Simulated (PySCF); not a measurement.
Sn(H)3(NHMe) (CH7NSn), SMILES C[NH][SnH3]. Atoms are numbered in the order given.

```xyz
10

Sn     0.5969     0.0107     0.1179
N     -1.2524    -0.3333    -0.7477
C     -2.4361     0.2452    -0.1267
H      1.7253    -0.8864    -0.8319
H      0.8458     1.7149    -0.0102
H      0.6933    -0.4658     1.7922
H     -1.3871    -1.3338    -0.9377
H     -2.7196    -0.1620     0.8774
H     -3.3220     0.1176    -0.7887
H     -2.2994     1.3408     0.0003
```

Coordinates come from a PBE-D3(BJ)/def2-SVP optimisation. The def2 effective core potentials stand for the cores of Sn; spin–orbit coupling is left out.

Computed with ωB97X/def2-TZVPD (PySCF).

The molecule is in vacuum.

**Question.** Estimate the frontier levels, gap, dipole moment and polarisability. (An estimate is asked for; the answer gives what the named calculation found.)

**Answer.** 
| Quantity | Result |
|---|---|
| highest occupied level | -8.92 eV |
| lowest empty level | 1.45 eV |
| orbital gap | 10.38 eV |
| dipole moment | 0.86 D |
| quadrupole, principal values (traceless, Buckingham form, about the centre of nuclear charge) | -4.70, 1.19, 3.51 D·Å |
| mean static polarisability | 66.2 bohr³ (9.80 Å³) |
| polarisability, principal values | 60.3, 62.7, 75.4 bohr³ |
